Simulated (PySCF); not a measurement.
Bond stretch in H2 (cation, charge +1), doublet.

Levels of theory: CASSCF(1,2)/cc-pVQZ (PySCF); UHF/cc-pVQZ (PySCF); ROKS-B3LYP = restricted open-shell B3LYP/cc-pVQZ run with PySCF; UMP2 = MP2 on UHF/cc-pVQZ (PySCF); UCCSD = CCSD on UHF/cc-pVQZ in PySCF.

Energies are in kJ/mol, each relative to the lowest point of its own curve near equilibrium.

```json
[
 {"R / Å": "0.81", "CASSCF(1,2)": "45.5", "UHF": "45.5", "ROKS-B3LYP": "57.8", "UMP2": "45.5", "UCCSD": "45.5"},
 {"R / Å": "0.87", "CASSCF(1,2)": "23.3", "UHF": "23.3", "ROKS-B3LYP": "33.0", "UMP2": "23.3", "UCCSD": "23.3"},
 {"R / Å": "0.94", "CASSCF(1,2)": "8.0", "UHF": "8.0", "ROKS-B3LYP": "14.7", "UMP2": "8.0", "UCCSD": "8.0"},
 {"R / Å": "0.99", "CASSCF(1,2)": "2.4", "UHF": "2.4", "ROKS-B3LYP": "6.8", "UMP2": "2.4", "UCCSD": "2.4"},
 {"R / Å": "1.04", "CASSCF(1,2)": "0.1", "UHF": "0.1", "ROKS-B3LYP": "2.2", "UMP2": "0.1", "UCCSD": "0.1"},
 {"R / Å": "1.05", "CASSCF(1,2)": "0.0", "UHF": "0.0", "ROKS-B3LYP": "1.6", "UMP2": "0.0", "UCCSD": "0.0"},
 {"R / Å": "1.10", "CASSCF(1,2)": "0.8", "UHF": "0.8", "ROKS-B3LYP": "0.1", "UMP2": "0.8", "UCCSD": "0.8"},
 {"R / Å": "1.12", "CASSCF(1,2)": "1.7", "UHF": "1.7", "ROKS-B3LYP": "0.0", "UMP2": "1.7", "UCCSD": "1.7"},
 {"R / Å": "1.18", "CASSCF(1,2)": "6.0", "UHF": "6.0", "ROKS-B3LYP": "1.4", "UMP2": "6.0", "UCCSD": "6.0"},
 {"R / Å": "1.22", "CASSCF(1,2)": "10.0", "UHF": "10.0", "ROKS-B3LYP": "3.4", "UMP2": "10.0", "UCCSD": "10.0"},
 {"R / Å": "1.27", "CASSCF(1,2)": "15.9", "UHF": "15.9", "ROKS-B3LYP": "6.7", "UMP2": "15.9", "UCCSD": "15.9"},
 {"R / Å": "1.37", "CASSCF(1,2)": "30.1", "UHF": "30.1", "ROKS-B3LYP": "15.7", "UMP2": "30.1", "UCCSD": "30.1"},
 {"R / Å": "1.46", "CASSCF(1,2)": "44.4", "UHF": "44.4", "ROKS-B3LYP": "25.2", "UMP2": "44.4", "UCCSD": "44.4"},
 {"R / Å": "1.63", "CASSCF(1,2)": "73.2", "UHF": "73.2", "ROKS-B3LYP": "44.4", "UMP2": "73.2", "UCCSD": "73.2"},
 {"R / Å": "1.81", "CASSCF(1,2)": "103.4", "UHF": "103.4", "ROKS-B3LYP": "64.0", "UMP2": "103.4", "UCCSD": "103.4"},
 {"R / Å": "1.96", "CASSCF(1,2)": "126.9", "UHF": "126.9", "ROKS-B3LYP": "78.5", "UMP2": "126.9", "UCCSD": "126.9"},
 {"R / Å": "2.20", "CASSCF(1,2)": "160.4", "UHF": "160.4", "ROKS-B3LYP": "97.4", "UMP2": "160.4", "UCCSD": "160.4"},
 {"R / Å": "2.40", "CASSCF(1,2)": "183.9", "UHF": "183.9", "ROKS-B3LYP": "109.0", "UMP2": "183.9", "UCCSD": "183.9"},
 {"R / Å": "2.72", "CASSCF(1,2)": "213.5", "UHF": "213.5", "ROKS-B3LYP": "120.7", "UMP2": "213.5", "UCCSD": "213.5"},
 {"R / Å": "2.94", "CASSCF(1,2)": "228.5", "UHF": "228.5", "ROKS-B3LYP": "124.8", "UMP2": "228.5", "UCCSD": "228.5"},
 {"R / Å": "3.27", "CASSCF(1,2)": "244.3", "UHF": "244.3", "ROKS-B3LYP": "126.8", "UMP2": "244.3", "UCCSD": "244.3"},
 {"R / Å": "3.80", "CASSCF(1,2)": "258.2", "UHF": "258.2", "ROKS-B3LYP": "124.3", "UMP2": "258.2", "UCCSD": "258.2"},
 {"R / Å": "4.41", "CASSCF(1,2)": "265.0", "UHF": "265.0", "ROKS-B3LYP": "118.2", "UMP2": "265.0", "UCCSD": "265.0"}
]
```

At the longest distance ROKS-B3LYP leaves fractional charges on the fragments, a sign of delocalisation error or of the restricted form.
